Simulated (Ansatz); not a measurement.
A nudged elastic band was laid between two geometries of AlH$_{5}$O$_{2}$Si (9 atoms, charge 0, multiplicity 1).

The calculation used Ansatz 0.2.0, RKS PBE-D4/def2-SVP.

| Quantity | Value |
| --- | --- |
| movable images | 9 |
| climbing image | yes |
| spring | 5.0 eV/Å² |
| optimiser | quadratic models (default) |
| start path | IDPP |
| force threshold | 0.05 eV/Å |
| iteration limit | 35 |
| end points | relaxed |

First end point:

```xyz
9
Properties=species:S:1:pos:R:3
O -0.401 1.502 -1.463
Al 0.396 0.443 -0.368
O 2.097 0.380 -0.132
Si -0.970 -1.095 0.927
H 0.015 2.147 -2.055
H 2.769 0.920 -0.575
H -0.845 -2.504 0.400
H -2.428 -0.718 0.876
H -0.544 -1.121 2.373
```

Last end point:

```xyz
9
Properties=species:S:1:pos:R:3
O 0.961 1.869 0.397
Al 0.407 0.433 -0.369
O 0.736 0.007 -2.001
Si -0.954 -1.102 0.936
H 1.497 2.571 0.000
H 1.244 0.518 -2.648
H -0.536 -2.532 0.709
H -2.409 -0.995 0.547
H -0.857 -0.816 2.412
```

Question: What changes between the two ends?

Answer: No bond is made or broken. The dihedral O1–Al2–Si4–H9 goes from -135 to -16°. The two ends are copies of one structure, up to a mirror image or an exchange of like atoms.

Question: Give the energies along the band, and the barrier.

Answer: It converged. The highest image is number 5 of 0 to 10, 0.000 eV above the ends, which have the same energy within 2 meV. The top lies less than 8 meV above the higher end, about what the thresholds resolve: that end is a shoulder or a very shallow well. A vibrational analysis at the climbing image gives no mode beyond 40i cm⁻¹: the surface is too flat there to confirm a saddle point.

| image | path coordinate (Å) | energy (eV) | dihedral O1–Al2–Si4–H9 (°) |
| --- | --- | --- | --- |
| 0 | 0.00 | 0.000 | -135 |
| 1 | 0.40 | 0.000 | -123 |
| 2 | 0.80 | 0.000 | -111 |
| 3 | 1.20 | 0.000 | -99 |
| 4 | 1.60 | 0.000 | -87 |
| 5 | 2.00 | 0.000 | -75 |
| 6 | 2.40 | 0.000 | -63 |
| 7 | 2.80 | 0.000 | -51 |
| 8 | 3.20 | 0.000 | -39 |
| 9 | 3.60 | 0.000 | -28 |
| 10 | 4.00 | 0.000 | -16 |

Question: What is the geometry of the highest image?

Answer: 
```xyz
9
Properties=species:S:1:pos:R:3
O -0.009 2.102 -0.325
Al 0.394 0.431 -0.381
O 1.705 -0.222 -1.284
Si -0.966 -1.105 0.925
H 0.456 2.815 -0.790
H 2.326 0.281 -1.833
H -0.731 -2.535 0.511
H -2.435 -0.809 0.763
H -0.652 -1.003 2.397
```

Run time: 2.2 min on 1 thread of Intel(R) Xeon(R) Platinum 8488C (Sapphire Rapids) (shared host), peak memory 0.27 GiB.
